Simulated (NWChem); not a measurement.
System meant: InCl2, doublet; SMILES [Cl][In][Cl]

Here is an NWChem input.

```
start job
memory heap 200 mb stack 900 mb global 1100 mb
geometry units angstroms noautoz
  In     0.000000     0.000000     0.478142
  Cl     2.085982     0.000000    -0.731851
  Cl    -2.085982     0.000000    -0.731851
end
basis spherical
  * library def2-svp
end
ecp
  In library def2-ecp
end
dft
  odft
  mult 3
  xc pbe0
  iterations 150
  mulliken
end
task dft energy
```

End of the output:

```
 Summary of "ao basis" -> "" (spherical)
 ------------------------------------------------------------------------------
       Tag                 Description            Shells   Functions and Types
 ---------------- ------------------------------  ------  ---------------------
 *                          def2-svp                  on all atoms

                                 NWChem DFT Module
                                 -----------------

 Summary of "ao basis" -> "ao basis" (spherical)
 ------------------------------------------------------------------------------
       Tag                 Description            Shells   Functions and Types
 ---------------- ------------------------------  ------  ---------------------
 In                         def2-svp                10       26   4s4p2d
 Cl                         def2-svp                 8       18   4s3p1d

 Summary of "ao basis" -> "ao basis" (spherical)
 ------------------------------------------------------------------------------
       Tag                 Description            Shells   Functions and Types
 ---------------- ------------------------------  ------  ---------------------
 In                         def2-svp                10       26   4s4p2d
 Cl                         def2-svp                 8       18   4s3p1d

      Symmetry analysis of basis
      --------------------------

        a1         25
        a2          7
        b1         19
        b2         11

  number of electrons :                   55
  multiplicity        :                    3
 ------------------------------------------------------------------------
  no. of electrons and multiplicity not compatible                  55
 ------------------------------------------------------------------------
 ------------------------------------------------------------------------
  current input line :
    21: task dft energy
 ------------------------------------------------------------------------
 ------------------------------------------------------------------------
 There is an error in the input file
 ------------------------------------------------------------------------
 For more information see the NWChem manual at https://nwchemgit.github.io

0: no. of electrons and multiplicity not compatible:Received an Error in Communication
```

Task: What is wrong, and how is it mended?

Result: The input was rejected before any calculation. Cause: the multiplicity doesn't fit the number of electrons (an even count wants an odd multiplicity, and the reverse). This input runs:
```
start job
memory heap 200 mb stack 900 mb global 1100 mb
geometry units angstroms noautoz
  In     0.000000     0.000000     0.478142
  Cl     2.085982     0.000000    -0.731851
  Cl    -2.085982     0.000000    -0.731851
end
basis spherical
  * library def2-svp
end
ecp
  In library def2-ecp
end
dft
  odft
  mult 2
  xc pbe0
  iterations 150
  mulliken
end
task dft energy
```
It converges to -1110.02314 Ha (PBE0/def2-SVP with def2 effective core potentials on In, spin-unrestricted).
